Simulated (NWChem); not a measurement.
Species: C3HF3; SMILES FC=C=C(F)F

Computed with NWChem. The geometry was optimised at PBE-D3(BJ)/def2-SVP. B3LYP is NWChem's, with the RPA form of VWN correlation. Field at 589 nm.

Question: Estimate the computed values for B3LYP/def2-SVP. Quantities: isotropic polarisability (bohr³); anisotropy (bohr³).

Answer: 
| Quantity | Result |
|---|---|
| isotropic polarisability (bohr³) | 34.3 |
| anisotropy (bohr³) | 40.7 |
